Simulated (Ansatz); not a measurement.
Reaction: H3GeOF (SMILES [GeH2]([OH])[F]) → H2GeOF (SMILES [OH][GeH][F], doublet) + H (doublet) (the Ge-H bond breaks)
Each species at its own B3LYP-D3(BJ)/def2-TZVP minimum (Ansatz, a program for electronic structure), one conformer.

Total energies in hartree (Ansatz). Open shells are spin-unrestricted; no spin-orbit coupling. Cores are frozen in correlated methods (noble-gas shells, and filled d and f shells in the p block). No relativity. For partners of very few electrons the exact lower level stands in for a higher one.

```csv
species,HF/cc-pVTZ,CCSD(T)/cc-pVTZ,HF/cc-pVQZ,CCSD(T)/cc-pVQZ,CCSD(T)/cc-pVDZ,CCSDT(Q)/cc-pVDZ
1: H3GeOF (SMILES [OH][GeH2][F]),-2251.58695,-2252.24229,-2251.60797,-2252.31407,-2251.94935,-2251.95128
"2: H2GeOF (SMILES [OH][GeH][F], doublet)",-2250.97280,-2251.60026,-2250.99385,-2251.67101,-2251.31198,-2251.31412
3: H (doublet),-0.49981,-0.49981,-0.49995,-0.49995,-0.49928,-0.49928
```

### Question
Work out the bond dissociation energy (electronic) in kcal/mol: take Hartree-Fock from cc-pVQZ, extrapolate the CCSD(T) correlation energy as X^-3 (X = 3, 4), and add CCSDT(Q) - CCSD(T) in cc-pVDZ. 1 hartree = 627.51 kcal/mol.

### Answer

Species 1: correlation (64·(-0.70610) - 27·(-0.65534))/37 = -0.74314; step -0.00193; E1 = -2251.60797 + (-0.74314) + (-0.00193) = -2252.35304
Species 2: correlation (64·(-0.67716) - 27·(-0.62746))/37 = -0.71343; step -0.00214; E2 = -2250.99385 + (-0.71343) + (-0.00214) = -2251.70942
Species 3: correlation (64·(0.00000) - 27·(0.00000))/37 = 0.00000; step +0.00000; E3 = -0.49995 + (0.00000) + (+0.00000) = -0.49995
-1·E1 +1·E2 +1·E3 = 0.14367 hartree = 90.2 kcal/mol.
